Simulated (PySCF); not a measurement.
## CH8Si3, SMILES `C=[Si]([SiH3])[SiH3]` (charge 0, multiplicity 1)

All values below come from PBE0-D3(BJ)/def2-TZVP run with PySCF.

```
Item                                 Result
-------------  ----------------------------
HOMO                               -6.64 eV
dipole moment                        0.51 D
HOMO–LUMO gap                       4.92 eV
LUMO                               -1.72 eV
total energy                   -910.9673 Ha
cost           very roughly 70 core-seconds
```

```xyz
12

C     -0.3764     1.9362    -0.5972
Si    -0.0631     0.3252    -0.1002
Si     2.0611    -0.5634    -0.4381
Si    -1.7766    -0.8998     0.8895
H     -1.3455     2.4066    -0.4673
H      0.3801     2.5581    -1.0641
H      2.9140     0.4706    -1.0801
H      2.6686    -0.9734     0.8564
H      1.9927    -1.7636    -1.3142
H     -1.3938    -1.3181     2.2648
H     -2.9953    -0.0515     0.9509
H     -2.0658    -2.1269     0.0997
```
